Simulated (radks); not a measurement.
The numbers below are computed, except where a source is named.
Question: The promethium ion Pm7+, 54 electrons, occupied as [Kr] 4d10 4f3 5s2 5p3 (the NIST ground configuration). Code: a radial shooting solver on a logarithmic mesh with Libxc functionals. Model: non-relativistic Kohn-Sham, LDA (Slater exchange, VWN5 correlation), spin-polarised, spherical densities, point nucleus; open shells are filled with parallel spins first (spin-orbit coupling, left out, can overturn this in heavy ions); relativity is left out, which matters for an element this heavy. Some entries of the table are withheld. Estimate them.

| orbital | occ. | eigenvalue (hartree) | <r> (bohr) |
|---|---|---|---|
| 1s up | 1 | -1566.857 | 0.02490 |
| 1s down | 1 | -1566.847 | 0.02490 |
| 2s up | 1 | -249.8664 | 0.1063 |
| 2s down | 1 | -249.8580 | 0.1063 |
| 2p up | 3 | -237.3463 | 0.09020 |
| 2p down | 3 | -237.3362 | 0.09020 |
| 3s up | 1 | -57.39184 | 0.2764 |
| 3s down | 1 | -57.32952 | 0.2762 |
| 3p up | 3 | -51.88084 | 0.2660 |
| 3p down | 3 | -51.82195 | 0.2659 |
| 3d up | 5 | -41.57448 | 0.2372 |
| 3d down | 5 | -41.52871 | 0.2371 |
| 4s up | 1 | -14.29205 | 0.6225 |
| 4s down | 1 | -14.16922 | 0.6222 |
| 4p up | 3 | -12.17891 | 0.6378 |
| 4p down | 3 | -12.05529 | 0.6374 |
| 4d up | 5 | -8.42721 | 0.6758 |
| 4d down | 5 | -8.30092 | 0.6747 |
| 5s up | 1 | -4.62524 | 1.369 |
| 5s down | 1 | -4.46037 | 1.376 |
| 5p up | 3 | (1) | 1.466 |
| 4f up | 3 | -3.90299 | (2) |
| 5p down | 0 | (3) | 1.479 |
| 4f down | 0 | -3.76535 | (4) |

Answer: 
(1) 5p up eigenvalue (hartree): -3.95326
(2) 4f up <r> (bohr): 0.8033
(3) 5p down eigenvalue (hartree): -3.79431
(4) 4f down <r> (bohr): 0.7995
